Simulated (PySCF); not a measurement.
CH6GeSi, CH8GeOSi, C2H10GeSi, CH10GeSi2 (calculated)

Calculation on a computer-drawn molecule: the log of a Hartree-Fock and frozen-core CCSD(T) single point meant for a local Hartree-Fock minimum, with one planted fault or none, to be diagnosed. Offsets are logged minus clean, where the clean run is the same molecule without the fault. The reference is restricted for singlets and unrestricted otherwise, and also for a bond in bohr or an excited solution. Adding or removing an electron swaps singlet and doublet. The excited solution moves the top pair (singlet) or top alpha electron (doublet) to the lowest empty orbital. Highest occupied and lowest empty are orbital energies over both spins, largest force is the largest gradient component, triples share is (T) over the correlation energy, the T1 limit is 0.02 restricted and 0.045 unrestricted, electrons count all cores, a negative frequency is imaginary (commonest isotopes), and the dipole is about the centre of nuclear charge; on germanium a core potential holds 10 electrons, which the energies leave out, and 3d is frozen in MP2 and coupled-cluster steps. Program: PySCF 2.14.0.

Common to all runs: meant charge 0; meant multiplicity 1; meant basis cc-pV(D+d)Z; meant basis and core potential on germanium cc-pVDZ-PP ECP10MDF; logged SCF converged yes; possible faults no fault, one electron removed, one electron added, multiplicity raised by two, geometry at a saddle point, SCF held on an excited solution, minimal basis STO-3G, one bond length entered in bohr, all coordinates scaled.

```yaml
- entry: 1
  formula: CH6GeSi
  logged_structure:
    atoms_angstrom:
      - [C, 0.9673, -0.4391, -0.1209]
      - [Si, -0.292, 0.3809, 0.7858]
      - [Ge, -2.1795, 0.9354, -0.4151]
      - [H, 1.2741, 0.1278, -0.9035]
      - [H, 0.6354, -1.3258, -0.4859]
      - [H, 1.7695, -0.6273, 0.4714]
      - [H, -0.626, -0.3838, 1.8855]
      - [H, 0.1915, 1.5852, 1.2689]
      - [H, -1.3745, 1.3727, -1.5672]
  given:
    logged_electrons: 58
    logged_basis_functions: 90
    logged_spin_squared: 0.0
    "logged_highest_occupied [eV]": -8.2349
    "logged_lowest_empty [eV]": 0.1897
    "logged_largest_force [hartree/bohr]": 0.060546
    logged_T1_diagnostic: 0.012107
    logged_D1_diagnostic: 0.029842
    logged_triples_share: 0.025063
    logged_CC_converged: "yes"
    "logged_dipole_magnitude [debye]": 1.4701
    logged_SCF_stable_within_its_kind: "yes"
    "logged_energy_HF [hartree]": -623.6029
    "logged_energy_CCSD(T) [hartree]": -623.99108
    drawn_bonds_atom: [1, 2, 1, 1, 1, 2, 2, 3]
    drawn_bonds_other_atom: [2, 3, 4, 5, 6, 7, 8, 9]
    drawn_bonds_order: [1, 1, 1, 1, 1, 1, 1, 1]
  results:
    planted_fault: "all coordinates scaled, by -7.2 %"
    "HF_energy_offset_from_clean_run [kcal/mol]": 26.56
    "CCSD(T)_energy_offset_from_clean_run [kcal/mol]": 30.17
- entry: 2
  formula: CH6GeSi
  logged_structure:
    atoms_angstrom:
      - [C, 1.0423, -0.4732, -0.1302]
      - [Si, -0.3146, 0.4105, 0.8467]
      - [Ge, -2.3486, 1.008, -0.4473]
      - [H, 1.373, 0.1378, -0.9736]
      - [H, 0.6847, -1.4287, -0.5236]
      - [H, 1.9068, -0.6759, 0.508]
      - [H, -0.6745, -0.4135, 2.0318]
      - [H, 0.2063, 1.7082, 1.3673]
      - [H, -1.4812, 1.4792, -1.6888]
  given:
    logged_electrons: 58
    logged_basis_functions: 90
    logged_spin_squared: 2.0143
    "logged_highest_occupied [eV]": -7.7878
    "logged_lowest_empty [eV]": -0.20867
    "logged_largest_force [hartree/bohr]": 0.032643
    logged_T1_diagnostic: 0.014407
    logged_D1_diagnostic: 0.053691
    logged_triples_share: 0.027445
    logged_CC_converged: "yes"
    "logged_dipole_magnitude [debye]": 0.93808
    logged_SCF_stable_within_its_kind: "yes"
    "logged_energy_HF [hartree]": -623.6262
    "logged_energy_CCSD(T) [hartree]": -624.0037
    drawn_bonds_atom: [1, 2, 1, 1, 1, 2, 2, 3]
    drawn_bonds_other_atom: [2, 3, 4, 5, 6, 7, 8, 9]
    drawn_bonds_order: [1, 1, 1, 1, 1, 1, 1, 1]
  results:
    planted_fault: "multiplicity raised by two"
    "HF_energy_offset_from_clean_run [kcal/mol]": 11.94
    "CCSD(T)_energy_offset_from_clean_run [kcal/mol]": 22.25
- entry: 3
  formula: CH8GeOSi
  logged_structure:
    atoms_angstrom:
      - [C, -1.3645, 1.3061, 0.3371]
      - [Si, -0.8844, -0.4667, -0.0034]
      - [O, -0.894, -0.7377, -1.6192]
      - [Ge, -0.6119, -1.9752, -2.8591]
      - [H, -0.663, 1.9965, -0.1387]
      - [H, -2.3653, 1.5182, -0.0484]
      - [H, -1.3632, 1.5046, 1.4132]
      - [H, 0.4677, -0.742, 0.5466]
      - [H, -1.8349, -1.3893, 0.6689]
      - [H, -1.5816, -3.1332, -2.6197]
      - [H, 0.8365, -2.453, -2.7486]
      - [H, -0.873, -1.3017, -4.2017]
  given:
    logged_electrons: 68
    logged_basis_functions: 114
    logged_spin_squared: 0.0
    "logged_highest_occupied [eV]": -2.5993
    "logged_lowest_empty [eV]": -5.9262
    "logged_largest_force [hartree/bohr]": 0.10757
    logged_CC_converged: "no"
    "logged_dipole_magnitude [debye]": 4.603
    logged_SCF_stable_within_its_kind: "no"
    "logged_energy_HF [hartree]": -699.06285
    drawn_bonds_atom: [1, 2, 3, 1, 1, 1, 2, 2, 4, 4, 4]
    drawn_bonds_other_atom: [2, 3, 4, 5, 6, 7, 8, 9, 10, 11, 12]
    drawn_bonds_order: [1, 1, 1, 1, 1, 1, 1, 1, 1, 1, 1]
  results:
    planted_fault: "SCF held on an excited solution"
    "HF_energy_offset_from_clean_run [kcal/mol]": 444.7
  notes: ["CCSD not converged"]
- entry: 4
  formula: C2H10GeSi
  logged_structure:
    atoms_angstrom:
      - [C, -1.4907, 0.5698, 0.9776]
      - [Si, 0.2142, -0.2221, 0.8175]
      - [C, 0.4132, -1.642, 2.0438]
      - [Ge, 0.5633, -1.0071, -1.4338]
      - [H, -1.605, 1.4063, 0.283]
      - [H, -1.6443, 0.9514, 1.9915]
      - [H, -2.2827, -0.1544, 0.7668]
      - [H, 1.2524, 0.806, 1.0964]
      - [H, 1.4094, -2.087, 1.9747]
      - [H, 0.2737, -1.2875, 3.0694]
      - [H, -0.3219, -2.4299, 1.8569]
      - [H, 1.9578, -1.6305, -1.6008]
      - [H, 0.4385, 0.1362, -2.4528]
      - [H, -0.4702, -2.0801, -1.8159]
  given:
    logged_electrons: 68
    logged_basis_functions: 124
    logged_spin_squared: 0.0
    "logged_highest_occupied [eV]": -10.162
    "logged_lowest_empty [eV]": 3.8786
    "logged_largest_force [hartree/bohr]": 2.5443e-05
    "logged_lowest_frequency [cm^-1]": 86.143
    logged_T1_diagnostic: 0.0097655
    logged_D1_diagnostic: 0.022937
    logged_triples_share: 0.026471
    logged_CC_converged: "yes"
    "logged_dipole_magnitude [debye]": 1.2854
    logged_SCF_stable_within_its_kind: "yes"
    "logged_energy_HF [hartree]": -663.88966
    "logged_energy_CCSD(T) [hartree]": -664.47677
    drawn_bonds_atom: [1, 2, 2, 1, 1, 1, 2, 3, 3, 3, 4, 4, 4]
    drawn_bonds_other_atom: [2, 3, 4, 5, 6, 7, 8, 9, 10, 11, 12, 13, 14]
    drawn_bonds_order: [1, 1, 1, 1, 1, 1, 1, 1, 1, 1, 1, 1, 1]
  results:
    planted_fault: "no fault"
    "HF_energy_offset_from_clean_run [kcal/mol]": 0.0
    "CCSD(T)_energy_offset_from_clean_run [kcal/mol]": 0.0
- entry: 5
  formula: CH10GeSi2
  logged_structure:
    atoms_angstrom:
      - [C, -0.408, -0.4923, -2.5314]
      - [Si, -1.0003, 0.1839, -0.8642]
      - [Si, -2.8796, -1.0224, -0.073]
      - [Ge, 0.7828, 0.1171, 0.7581]
      - [H, 0.4492, 0.077, -2.9]
      - [H, -0.1073, -1.5397, -2.4443]
      - [H, -1.2029, -0.4288, -3.2793]
      - [H, -1.4014, 1.6076, -1.0241]
      - [H, -3.9925, -0.9623, -1.0539]
      - [H, -2.523, -2.4478, 0.1396]
      - [H, -3.3535, -0.4597, 1.2153]
      - [H, 0.3323, 0.7112, 2.0991]
      - [H, 1.9985, 0.9156, 0.2652]
      - [H, 1.2395, -1.3275, 1.0098]
  given:
    logged_electrons: 76
    logged_basis_functions: 133
    logged_spin_squared: 0.0
    "logged_highest_occupied [eV]": -10.034
    "logged_lowest_empty [eV]": 3.1105
    "logged_largest_force [hartree/bohr]": 3.7366e-05
    "logged_lowest_frequency [cm^-1]": 78.712
    logged_T1_diagnostic: 0.011588
    logged_D1_diagnostic: 0.02721
    logged_triples_share: 0.026776
    logged_CC_converged: "yes"
    "logged_dipole_magnitude [debye]": 0.99235
    logged_SCF_stable_within_its_kind: "yes"
    "logged_energy_HF [hartree]": -914.94254
    "logged_energy_CCSD(T) [hartree]": -915.49329
    drawn_bonds_atom: [1, 2, 2, 1, 1, 1, 2, 3, 3, 3, 4, 4, 4]
    drawn_bonds_other_atom: [2, 3, 4, 5, 6, 7, 8, 9, 10, 11, 12, 13, 14]
    drawn_bonds_order: [1, 1, 1, 1, 1, 1, 1, 1, 1, 1, 1, 1, 1]
  results:
    planted_fault: "no fault"
    "HF_energy_offset_from_clean_run [kcal/mol]": 0.0
    "CCSD(T)_energy_offset_from_clean_run [kcal/mol]": 0.0
```
